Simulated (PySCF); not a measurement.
PySCF input for Si(F)2(H)(NCO) (CHF2NOSi), SMILES O=C=N[SiH](F)F, TDA-B3LYP/def2-SVPD. Geometry: B3LYP-D3(BJ)/def2-SVP. This is a generated structure with no PubChem entry under its InChIKey; it may be hypothetical. One conformer was computed; it need not be the lowest.

```python
import numpy as np
from pyscf import gto, scf, dft, tdscf

mol = gto.M(
    atom='''
    Si   -0.92512266   -0.36351271    0.00000000
    F    -1.53119698    0.37369403    1.29465980
    F    -1.53119698    0.37369403   -1.29465980
    N     0.75934313   -0.17346635   -0.00000000
    C     1.94838084    0.00410906   -0.00000000
    O     3.10352209    0.16597187    0.00000000
    H    -1.32060075   -1.77547946    0.00000001
    ''',
    basis='def2-SVPD',
    charge=0,
    spin=0,
    symmetry=True,
    max_memory=1600,
    verbose=4,
)
mf = dft.RKS(mol, xc='b3lyp').density_fit(auxbasis='def2-universal-jkfit')
mf.grids.level = 3
mf.conv_tol = 1e-9
mf.max_cycle = 100
mf.kernel()
mf.grids = dft.Grids(mol).set(level=1).build(with_non0tab=True)  # coarser grid for the response kernel
td = tdscf.TDA(mf)
td.singlet = True
td.nstates = 10
td.conv_tol = 1e-4
td.positive_eig_threshold = 1e-6
td.kernel(x0=td.get_init_guess(mf, 15))
td.analyze()
tt = tdscf.TDA(mf)
tt.singlet = False
tt.nstates = 4
tt.conv_tol = 1e-4
tt.positive_eig_threshold = 1e-6
tt.kernel(x0=tt.get_init_guess(mf, 9))
tt.analyze(verbose=3)
```

Log of the run:

```
PySCF version 2.14.0

[INPUT] verbose = 4
[INPUT] num. atoms = 7
[INPUT] num. electrons = 54
[INPUT] charge = 0
[INPUT] spin (= nelec alpha-beta = 2S) = 0
[INPUT] symmetry True subgroup None
[INPUT] Mole.unit = angstrom
[INPUT] Symbol           X                Y                Z      unit          X                Y                Z       unit  Magmom
[INPUT]  1 Si    -0.925122660000  -0.363512710000   0.000000000000 AA   -1.748228459029  -0.686939464698   0.000000000000 Bohr   0.0
[INPUT]  2 F     -1.531196980000   0.373694030000   1.294659800000 AA   -2.893542934961   0.706179371085   2.446552446484 Bohr   0.0
[INPUT]  3 F     -1.531196980000   0.373694030000  -1.294659800000 AA   -2.893542934961   0.706179371085  -2.446552446484 Bohr   0.0
[INPUT]  4 N      0.759343130000  -0.173466350000   0.000000000000 AA    1.434950550270  -0.327803893328   0.000000000000 Bohr   0.0
[INPUT]  5 C      1.948380840000   0.004109060000   0.000000000000 AA    3.681906173950   0.007764998029   0.000000000000 Bohr   0.0
[INPUT]  6 O      3.103522090000   0.165971870000   0.000000000000 AA    5.864806771638   0.313641378682   0.000000000000 Bohr   0.0
[INPUT]  7 H     -1.320600750000  -1.775479460000   0.000000010000 AA   -2.495573737395  -3.355169919191   0.000000018897 Bohr   0.0

nuclear repulsion = 280.686585660329
point group symmetry = Cs
symmetry origin: [1.39979717e-09 3.49949255e-10 3.49949282e-10]
symmetry axis x: [ 1.00000000e+00 -5.94301783e-10 -1.01878061e-10]
symmetry axis y: [-5.94301783e-10 -1.00000000e+00 -7.98918893e-10]
symmetry axis z: [-1.01878061e-10  7.98918923e-10 -1.00000000e+00]
num. orbitals of irrep A' = 90
num. orbitals of irrep A" = 51
number of shells = 57
number of NR pGTOs = 211
number of NR cGTOs = 141
basis = def2-SVPD
ecp = {}


[settings echo left out]
init E= -658.430860410629
HOMO (A') = -0.360596849505876  LUMO (A") = -0.0394033009425652  gap/eV = 8.74012
cycle= 1 E= -657.529016117924  delta_E= 0.902  |g|= 0.983  |ddm|= 5.41
HOMO (A") = -0.282264904492803  LUMO (A") = -0.0260125044861494  gap/eV = 6.97298
cycle= 2 E= -657.007494249593  delta_E= 0.522  |g|= 1.97  |ddm|= 2.34
HOMO (A') = -0.332025373889733  LUMO (A") = -0.0220088489079799  gap/eV = 8.43598
cycle= 3 E= -657.671481046815  delta_E= -0.664  |g|= 0.401  |ddm|= 1.55
HOMO (A') = -0.347273279109129  LUMO (A") = -0.0240787016034054  gap/eV = 8.79457
cycle= 4 E= -657.704181729811  delta_E= -0.0327  |g|= 0.0789  |ddm|= 0.357
HOMO (A') = -0.347274673355559  LUMO (A") = -0.0239570435485095  gap/eV = 8.79792
cycle= 5 E= -657.705373009894  delta_E= -0.00119  |g|= 0.0226  |ddm|= 0.114
HOMO (A') = -0.346126580853954  LUMO (A") = -0.0229845095227512  gap/eV = 8.79314
cycle= 6 E= -657.705487323614  delta_E= -0.000114  |g|= 0.00682  |ddm|= 0.0367
HOMO (A') = -0.345818128406306  LUMO (A") = -0.0229887646734097  gap/eV = 8.78463
cycle= 7 E= -657.705495382675  delta_E= -8.06e-06  |g|= 0.00239  |ddm|= 0.00695
HOMO (A') = -0.346074337083499  LUMO (A") = -0.0230302413760288  gap/eV = 8.79048
cycle= 8 E= -657.705496516008  delta_E= -1.13e-06  |g|= 0.000263  |ddm|= 0.00285
HOMO (A') = -0.346022344734068  LUMO (A") = -0.0229922134568663  gap/eV = 8.79010
cycle= 9 E= -657.705496532173  delta_E= -1.62e-08  |g|= 5.8e-05  |ddm|= 0.000468
HOMO (A') = -0.346031289086669  LUMO (A") = -0.0230008041585537  gap/eV = 8.79011
cycle= 10 E= -657.705496533005  delta_E= -8.32e-10  |g|= 5.87e-06  |ddm|= 0.000112
HOMO (A') = -0.34603019205996  LUMO (A") = -0.0230001134450526  gap/eV = 8.79010
Extra cycle  E= -657.705496532978  delta_E= 2.75e-11  |g|= 1.26e-05  |ddm|= 1.85e-05
converged SCF energy = -657.705496532978
tot grids = 34968
Overwritten attributes  positive_eig_threshold  of <class 'pyscf.tdscf.rks.TDA'>


******** <class 'pyscf.tdscf.rks.TDA'> for <class 'pyscf.df.df_jk.DFSymAdaptedRKS'> ********
nstates = 10 singlet
deg_eia_thresh = 1.000e-03
wfnsym = None
conv_tol = 0.0001
eigh lindep = 1e-12
eigh level_shift = 0
eigh max_cycle = 100


Excitation energies (eV)
[7.2122194  7.38951313 7.42472906 8.16574321 8.20409994 9.08264628
 9.33457106 9.43493928 9.44158059 9.54843432]

** Singlet excitation energies and oscillator strengths **
Excited State   1:   A"      7.21222 eV    171.91 nm  f=0.0006
      26 -> 29       -0.21677
      27 -> 28        0.65584
      27 -> 33       -0.12637
Excited State   2:   A'      7.38951 eV    167.78 nm  f=0.0001
      26 -> 28       -0.50518
      27 -> 29        0.47429
Excited State   3:   A"      7.42473 eV    166.99 nm  f=0.0001
      26 -> 29       -0.65048
      26 -> 31        0.13878
      27 -> 28       -0.22626
Excited State   4:   A'      8.16574 eV    151.83 nm  f=0.0067
      27 -> 30       -0.70129
Excited State   5:   A"      8.20410 eV    151.12 nm  f=0.0049
      26 -> 30        0.70164
Excited State   6:   A'      9.08265 eV    136.51 nm  f=0.5900
      25 -> 29        0.12184
      26 -> 28       -0.35421
      26 -> 33       -0.20523
      27 -> 29       -0.42325
      27 -> 31       -0.34109
Excited State   7:   A"      9.33457 eV    132.82 nm  f=0.0002
      26 -> 29       -0.15454
      26 -> 31       -0.65094
      27 -> 33        0.17209
Excited State   8:   A"      9.43494 eV    131.41 nm  f=0.0287
      25 -> 28       -0.47190
      26 -> 31        0.18806
      27 -> 28        0.10146
      27 -> 33        0.46485
Excited State   9:   A'      9.44158 eV    131.32 nm  f=0.0585
      26 -> 28        0.17123
      26 -> 33        0.44577
      27 -> 31       -0.49888
      27 -> 32        0.11034
Excited State  10:   A"      9.54843 eV    129.85 nm  f=0.0105
      25 -> 28       -0.49174
      26 -> 32        0.10133
      27 -> 33       -0.47895

** Transition electric dipole moments (AU) **
state          X           Y           Z        Dip. S.      Osc.
  1        -0.0000     -0.0000      0.0597      0.0036      0.0006
  2        -0.0092      0.0153     -0.0000      0.0003      0.0001
  3         0.0000      0.0000     -0.0227      0.0005      0.0001
  4         0.0333      0.1803      0.0000      0.0336      0.0067
  5        -0.0000     -0.0000     -0.1565      0.0245      0.0049
  6         1.6192      0.1722     -0.0000      2.6516      0.5900
  7        -0.0000     -0.0000      0.0284      0.0008      0.0002
  8        -0.0000     -0.0000      0.3521      0.1240      0.0287
  9        -0.4416     -0.2410      0.0000      0.2531      0.0585
 10        -0.0000     -0.0000      0.2118      0.0448      0.0105

** Transition velocity dipole moments (imaginary part, AU) **
state          X           Y           Z        Dip. S.      Osc.
  1         0.0000      0.0000      0.0142      0.0002      0.0005
  2         0.0008     -0.0044     -0.0000      0.0000      0.0000
  3        -0.0000     -0.0000     -0.0132      0.0002      0.0004
  4        -0.0001      0.0376      0.0000      0.0014      0.0031
  5        -0.0000      0.0000     -0.0410      0.0017      0.0037
  6         0.3546      0.0180     -0.0000      0.1261      0.2518
  7         0.0000      0.0000     -0.0026      0.0000      0.0000
  8         0.0000      0.0000      0.0940      0.0088      0.0170
  9        -0.1013     -0.0594     -0.0000      0.0138      0.0265
 10         0.0000      0.0000      0.0497      0.0025      0.0047

** Transition magnetic dipole moments (imaginary part, AU) **
state          X           Y           Z
  1         0.2518     -0.1179      0.0000
  2        -0.0000     -0.0000      0.0123
  3        -0.0241      0.0316      0.0000
  4        -0.0000      0.0000      0.3464
  5        -0.0825      0.3842     -0.0000
  6        -0.0000     -0.0000     -0.6492
  7         0.2208     -0.3890     -0.0000
  8         0.9575     -0.4541      0.0000
  9        -0.0000     -0.0000     -0.0298
 10         0.4731     -0.1034      0.0000


******** <class 'pyscf.tdscf.rks.TDA'> for <class 'pyscf.df.df_jk.DFSymAdaptedRKS'> ********
nstates = 4 triplet
deg_eia_thresh = 1.000e-03
wfnsym = None
conv_tol = 0.0001
eigh lindep = 1e-12
eigh level_shift = 0
eigh max_cycle = 100


Excitation energies (eV)
[6.56656598 6.84033049 6.85463279 7.2559439 ]

** Triplet excitation energies and oscillator strengths **
Excited State   1:   A'      6.56657 eV    188.81 nm  f=0.0000
Excited State   2:   A"      6.84033 eV    181.25 nm  f=0.0000
Excited State   3:   A'      6.85463 eV    180.88 nm  f=0.0000
Excited State   4:   A"      7.25594 eV    170.87 nm  f=0.0000
```

Self-consistency was reached.
